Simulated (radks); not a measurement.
The gold anion Au-, [Hg], held by a Watson sphere: a shell of charge +1 at radius R that stands for the Madelung well of a crystal (potential energy -1/R inside, -1/r outside, in hartree with lengths in bohr). All-electron calculation, scalar-relativistic Kohn-Sham, PBEsol, spin-unpolarised, spherical densities, finite nucleus; Fermi nuclear charge, rms radius of each element as measured or else 0.836 A^(1/3) + 0.57 fm. Program: a radial shooting solver on a logarithmic mesh with Libxc functionals. Response by self-consistent Sternheimer equations with the Hartree and adiabatic LDA kernel, the relativistic mass of each level held fixed and spin-orbit coupling left out. The sphere does not respond.

R (bohr)  e(5p) (eV)  e(5d) (eV)  e(6s) (eV)  <r> 6s (bohr)  sum of <r^2> (bohr^2)  X-ray form factor at sin(theta)/lambda = 0.3 1/angstrom  alpha (bohr^3)
4.48         -58.284      -5.403      -5.038          3.066                  74.96                                                   59.286           64.09
4.57         -58.205      -5.321      -4.958          3.075                  75.14                                                   59.287           65.22
5.52         -57.465      -4.566      -4.205          3.153                  76.74                                                   59.292           76.51
5.71         -57.336      -4.436      -4.074          3.164                  76.99                                                   59.292           78.58
5.96         -57.176      -4.273      -3.910          3.178                  77.28                                                   59.293           81.19
6.12         -57.078      -4.175      -3.810          3.186                  77.46                                                   59.293           82.79
6.52         -56.848      -3.944      -3.577          3.203                  77.83                                                   59.294           86.58
6.58         -56.816      -3.911      -3.544          3.205                  77.89                                                   59.294           87.12
